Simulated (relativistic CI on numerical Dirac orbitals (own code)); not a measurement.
Radial Dirac CI calculation of Pt V: levels, rates and radial parameters.

Command:

```sh
python run_levels.py task.json out
```

Input:

```
atom Pt  Z=78  charge=4  electrons=74
nucleus A=195  rms_radius_fm=5.4270
hamiltonian dirac-coulomb  breit=on  qed=on  c_scale=1
orbitals kli  potential=per-configuration
slater_scale 0.85
correlation p86
mixing on
configurations
  [Xe] 4f14 5d6
  [Xe] 4f14 5d5 6s
  [Xe] 4f14 5d5 6p
  [Xe] 4f14 5d5 5f
  [Xe] 4f14 5d4 6s2
  [Xe] 4f14 5d5 5g
  [Xe] 4f14 5d5 7s
  [Xe] 4f14 5d4 6s 6p
  [Xe] 4f14 5d5 6d
  [Xe] 4f14 5d4 5f2
  [Kr] 4d10 4f14 5s2 5p5 5d7
  [Xe] 4f14 5d5 7p
  [Xe] 4f14 5d5 7d
  [Xe] 4f14 5d5 8s
  [Xe] 4f14 5d5 6f
  [Xe] 4f14 5d4 5g2
  [Xe] 4f14 5d5 8p
  [Xe] 4f14 5d4 6p2
  [Xe] 4f14 5d4 6s 6d
  [Xe] 4f14 5d5 8d
  [Xe] 4f14 5d4 5f 6s
  [Kr] 4d10 4f14 5s2 5p4 5d8
  [Xe] 4f14 5d4 6p 6d
  [Kr] 4d10 4f14 5s2 5p5 5d6 5g
  [Kr] 4d10 4f14 5s 5p6 5d7
end
```

Hardware: one thread of Neoverse-V2, on a shared host. Rates were computed among at most 60 levels.

Task: How large is the problem, and how long does it take?

Result: 14231 determinants at the lowest M give 14231 levels; 246 SCF iterations in all; about 28 s of CPU and 0.75 GiB at the peak.
